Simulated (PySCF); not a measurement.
C2H10FNSi2, SMILES NC[SiH2]C[SiH2]F. Atoms are numbered in the order given.

```xyz
16

N     -3.5181    -0.4014    -0.3942
C     -2.4463    -0.3249     0.5970
Si    -0.7973     0.0535    -0.2614
C      0.6305    -0.0137     0.9862
Si     2.3294    -0.0801     0.2173
F      2.3547     0.9289    -1.0691
H     -3.3880    -1.2111    -1.0006
H     -4.4281    -0.5198     0.0515
H     -2.3296    -1.2201     1.2495
H     -2.6496     0.5181     1.2818
H     -0.5692    -0.9796    -1.3191
H     -0.8463     1.3933    -0.9059
H      0.5572     0.8626     1.6535
H      0.5082    -0.9117     1.6190
H      3.3969     0.3706     1.1523
H      2.6282    -1.4495    -0.2826
```

The structure is a stationary point at B3LYP-D3(BJ)/def2-SVP. The structure was generated by enumeration, and PubChem lists no compound with its InChIKey, so it may never have been made. Other conformers were not sampled.

Two levels are set side by side: PBE/pcSseg-1 (PySCF) and KT2/pcSseg-1 (PySCF). GIAO shifts against CFCl3 (¹⁹F), NH3 (¹⁵N), TMS (²⁹Si), TMS (¹H), TMS (¹³C) at the same level; non-relativistic, no solvent, atoms listed together averaged. Differences are taken from unrounded values.

```
quantity                 KT2
--------------------  ------
δ(¹⁵N) of N1 (ppm)      29.9
δ(¹³C) of C2 (ppm)      37.1
δ(²⁹Si) of Si3 (ppm)   -42.4
δ(¹³C) of C4 (ppm)      -1.5
δ(²⁹Si) of Si5 (ppm)    12.6
δ(¹⁹F) of F6 (ppm)    -253.0
```

Q: What does PBE give, and how far is it from KT2? (The exact figures need the calculation; the answer reports its results.)

A: 
| quantity | PBE | PBE minus KT2 |
|---|---|---|
| δ(¹⁵N) of N1 (ppm) | 31.5 | 1.6 |
| δ(¹³C) of C2 (ppm) | 37.4 | 0.3 |
| δ(²⁹Si) of Si3 (ppm) | -41.4 | 1.0 |
| δ(¹³C) of C4 (ppm) | -1.3 | 0.2 |
| δ(²⁹Si) of Si5 (ppm) | 11.6 | -0.9 |
| δ(¹⁹F) of F6 (ppm) | -244.8 | 8.2 |

Rough cost on one machine, each run with all the roots and properties that it gave: KT2 against PBE within a factor of 2.
